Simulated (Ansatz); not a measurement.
Level of theory: Ansatz (a first-principles code) with frozen-core CCSD(T)/cc-pVTZ // B3LYP-D3(BJ)/def2-TZVP.

Ansatz 0.2 input:
```yaml
crystal:
  periodic: [false, false, false]
  atoms:
    - { symbol: Al, position_ang: [-0.000002, 0.000002, 0.000134] }
    - { symbol: H, position_ang: [1.566796, -0.207185, -0.004343] }
    - { symbol: H, position_ang: [-0.96282, -1.253306, 0.002478] }
    - { symbol: H, position_ang: [-0.603974, 1.460489, 0.00173] }
basis:
  gaussian: { orbitals: cc-pVTZ }
correlation:
  method: ccsd_t
```

Output:

```
Functional definition: HF
442 factors; integrals over basis functions are off by at most 1.2e-3 eV
mean field evaluation 1: about -6629.4549 eV, gradient 8.7e0 eV
mean field evaluation 2: about -6629.4608 eV, gradient 8.7e0 eV
mean field evaluation 4: about -6629.8989 eV, gradient 3.4e-1 eV
mean field evaluation 8: about -6629.8992 eV, gradient 7.4e-5 eV
mean field -6629.89924314 eV, -243.6443032783 hartree, gradient 1.8e-6 eV, S^2 0.000000; 0 other end points of the search recorded, 0 dependent functions left out
5 core orbitals not correlated
reference -6629.89924314 eV, -243.6443032783 hartree; 3, 3 occupied and 68, 68 virtual orbitals, 442 factors
second order -2.55386812 eV of doubles, -0.00000000 eV of singles
cycle   1  -3.00702215 eV  change   -4.5e-1 eV  update   5.1e-2
cycle   2  -3.19301311 eV  change   -1.9e-1 eV  update   1.8e-2
cycle   3  -3.19671771 eV  change   -3.7e-3 eV  update   3.4e-3
cycle   4  -3.19662639 eV  change    9.1e-5 eV  update   1.1e-3
cycle   5  -3.19637715 eV  change    2.5e-4 eV  update   3.2e-4
cycle   6  -3.19634478 eV  change    3.2e-5 eV  update   6.4e-5
cycle   7  -3.19637139 eV  change   -2.7e-5 eV  update   1.7e-5
cycle   8  -3.19637480 eV  change   -3.4e-6 eV  update   5.0e-6
perturbative correction -0.04264028 eV, -0.0015670014 hartree
Total energy: -6633.13825821 eV, -243.7633348868 hartree
```

Cost: very roughly 1.2 core-seconds.
